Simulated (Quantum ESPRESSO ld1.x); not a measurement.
Values are calculated unless marked as measured or tabulated.
Species: Ni+. Configuration: [Ar] 3d9.

Level of theory: non-relativistic Kohn-Sham, RPBE, spin-unpolarised, spherical densities, point nucleus (ld1.x of Quantum ESPRESSO 7.5).

Energy parts (eV):
total: -41034.2
kinetic: 41003.8
electron-nucleus: -97844.6
Hartree: 17520.3
exchange-correlation: -1713.6

Orbitals (lengths in bohr, moments of r in powers of bohr):
| orbital | occ. | eigenvalue (eV) | <r^2> | <1/r> |
|---|---|---|---|---|
| 1s | 2 | -8126.15 | 0.004029 | 27.52 |
| 2s | 2 | -965.163 | 0.07262 | 5.952 |
| 2p | 6 | -842.663 | 0.05751 | 5.910 |
| 3s | 2 | -111.114 | 0.6569 | 1.875 |
| 3p | 6 | -73.8468 | 0.7379 | 1.743 |
| 3d | 9 | -12.9271 | 1.570 | 1.313 |

The highest occupied level is 3d at -12.927 eV. Virial ratio -V/T = 2.00074. Summed over all electrons, <r^2> = 20.37 bohr^2, which gives a Langevin (diamagnetic) susceptibility term of -16.1 x 10^-6 cm^3/mol. The density falls to 0.001 e/bohr^3 at r = 3.38 bohr. For comparison, the ionisation energy in NIST's Atomic Spectra Database is 18.169 eV (measured). In exact Kohn-Sham theory the highest level is minus the ionisation energy, but local and semilocal functionals leave it too shallow, through self-interaction and a potential that decays too fast; potentials with the right tail come closer.

Beside tabulated values, note that spin-unpolarised runs miss the spin-polarisation part of the exchange energy of open shells.
